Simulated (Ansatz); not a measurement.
Reaction (formal exchange of groups at the Se–Al bond): `[F][AlH][SeH]` + `C[O][SnH]([Cl])[Cl]` → `C[O][Sn]([Cl])([Cl])[SeH]` + `[F][AlH2]`

Program: Ansatz. Geometries: PBE0-D4/def2-TZVP. ΔE: electronic, gas phase. CBS: MP2 limit from def2 TZ/QZ plus the TZ coupled-cluster correction, frozen cores. This one scheme is used for every species. DFT in def2-TZVPP. Elements past krypton have def2 core potentials. For Se, Sn outer-core shells are correlated without core-valence functions, which leaves a few kJ/mol of doubt a bond. Scalar relativity is left out up to krypton. One conformer a species, not always the lowest.

```tsv
level	ΔE (kcal/mol)
B2PLYP	11.0
MP2/def2-TZVPP	10.5
MP2/def2-QZVPP	9.8
CCSD/CBS(def2)	10.9
```

Problem. What does CCSD(T)/CBS give? (An estimate is asked.)

Solution. The calculation gave: +10.5 kcal/mol. The listed levels differ from it by 0.5, 0.0, -0.7, 0.4 kcal/mol.

Largest T1 diagnostic among the species: 0.013.

The D4 term adds −1.6 kcal/mol with B3LYP and −1.0 kcal/mol with PBE0; it sums over pairs of atoms, weighted by their polarisabilities, and B3LYP, whose exchange is more repulsive, gets the larger term. In def2-TZVPP, CCSD(T) changes the Hartree–Fock value by −0.9 kcal/mol (the triples alone add −0.5 kcal/mol) and MP2 by −2.0 kcal/mol. From PBE to PBE0 (25 % exact exchange), in def2-TZVPP and without D4, ΔE moves by +0.8 kcal/mol.

B3LYP here is the variant with VWN-RPA as its local correlation; programs differ in this.
